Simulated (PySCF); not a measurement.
Isomers of C5H11F3SSi, one GFN2-xTB conformer each. Single-point energies are computed at PBE0/pcSseg-1 (PySCF, gas phase, no added dispersion term), electronic only.

```
                  SMILES  GFN2-xTB relative energy (kcal/mol)
CC(C)(CS)[Si@@H](F)C(F)F                                  0.0
 CC(C)(C)S[SiH2]C(F)(F)F                                  8.2
   CC(C)S[SiH2]CC(F)(F)F                                  0.9
```

Conformers: `[CH3:1][C:2]([CH3:3])([CH2:4][SH:5])[Si@@H:6]([F:7])[CH:8]([F:9])[F:10]` with C1–C2–C4–S5 59°, C2–C4–S5–H -80°, C1–C2–Si6–F7 69°, C2–Si6–C8–F9 106°; `[CH3:1][C:2]([CH3:3])([CH3:4])[S:5][SiH2:6][C:7]([F:8])([F:9])[F:10]` with C2–S5–Si6–C7 175°; `[CH3:1][CH:2]([CH3:3])[S:4][SiH2:5][CH2:6][C:7]([F:8])([F:9])[F:10]` with C1–C2–S4–Si5 -52°, C2–S4–Si5–C6 -168°, S4–Si5–C6–C7 -177°.

Task: What does PBE0/pcSseg-1 give for the same structures?

Result: 
```tsv
SMILES	PBE0/pcSseg-1 E (Eh)	PBE0/pcSseg-1 (kcal/mol)	GFN2-xTB (kcal/mol)	point group
CC(C)(CS)[Si@@H](F)C(F)F	-1183.56408	0.0	0.0	C1
CC(C)S[SiH2]CC(F)(F)F	-1183.56244	1.0	0.9	C1
CC(C)(C)S[SiH2]C(F)(F)F	-1183.54475	12.1	8.2	C1
```

Both levels put the same isomer lowest; measured from each level's own lowest isomer, the values differ by up to 3.9 kcal/mol (CC(C)(C)S[SiH2]C(F)(F)F: 8.2 against 12.1). As drawn, the lowest has an S–H bond and an Si–F bond, which the highest lacks. Neighbours under 2.5 kcal/mol apart (CC(C)(CS)[Si@@H](F)C(F)F and CC(C)S[SiH2]CC(F)(F)F) can change places with a better method, another conformer or zero-point energy.

Task: Which frontier levels, dipoles and rotational constants go with these structures?

Result: 
```tsv
SMILES	HOMO (eV, PBE0/pcSseg-1)	LUMO (eV)	dipole (D)	A, B, C (MHz)
CC(C)(CS)[Si@@H](F)C(F)F	-7.02	-0.10	1.98	1377, 570.8, 511.8
CC(C)S[SiH2]CC(F)(F)F	-7.06	0.10	2.96	2311, 379.9, 375.6
CC(C)(C)S[SiH2]C(F)(F)F	-7.31	-0.44	4.56	2144, 450.7, 438.9
```

Task: As an exercise, what shares would exp(−E/RT) give at 500 K from these electronic energies alone (no entropy, no degeneracies)?

Result: RT = 0.994 kcal/mol: CC(C)(CS)[Si@@H](F)C(F)F 73.8 %, CC(C)S[SiH2]CC(F)(F)F 26.2 %, CC(C)(C)S[SiH2]C(F)(F)F under 0.1 %.
